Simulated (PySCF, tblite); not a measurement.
Isomers of C6H6N (doublet state), one GFN2-xTB conformer each. Single-point energies are computed at B3LYP/pcH-1 (PySCF, gas phase, no added dispersion term), electronic only. GFN2-xTB treats the open shell by occupation alone, and not every SCF solution was tested for stability.

**Question.** Rank them by B3LYP/pcH-1 energy, lowest first (kJ/mol).
A. `[N:1]#[C:2]/[CH:3]=[C:4]\[CH:5]1[CH2:6][CH2:7]1` (doublet state) with C3–C4–C5–C6 -89°
B. `C1CC=C([CH]1)C#N` [radical]
C. `[H]/[C:1]=[CH:2]\[C:3]1([C:4]#[N:5])[CH2:6][CH2:7]1` (doublet state) with C1–C2–C3–C4 180°

**Answer.** B (0.0), A (182.8), C (226.1).

As drawn, the highest has a three-membered ring and a quaternary carbon, which the lowest lacks. GFN2-xTB itself gives, in the same order: 0.0, 182.9, 226.9. Both levels put the same isomer lowest; measured from each level's own lowest isomer, the values differ by up to 0.8 kJ/mol ([H]/[C]=C\C1(C#N)CC1: 226.9 against 226.1).

**Question.** What happens when harmonic zero-point energies from GFN2-xTB frequencies are added?

**Answer.** 
```json
{"SMILES": "N#CC1=CCC[CH]1", "ZPE (kJ/mol)": "260.9", "electronic (kJ/mol)": "0.0", "with ZPE (kJ/mol)": "0.0"}
{"SMILES": "N#C/C=[C]\\C1CC1", "ZPE (kJ/mol)": "257.5", "electronic (kJ/mol)": "182.8", "with ZPE (kJ/mol)": "179.4"}
{"SMILES": "[H]/[C]=C\\C1(C#N)CC1", "ZPE (kJ/mol)": "254.4", "electronic (kJ/mol)": "226.1", "with ZPE (kJ/mol)": "219.6"}
```

The zero-point energies span 6.5 kJ/mol. The order is unchanged.
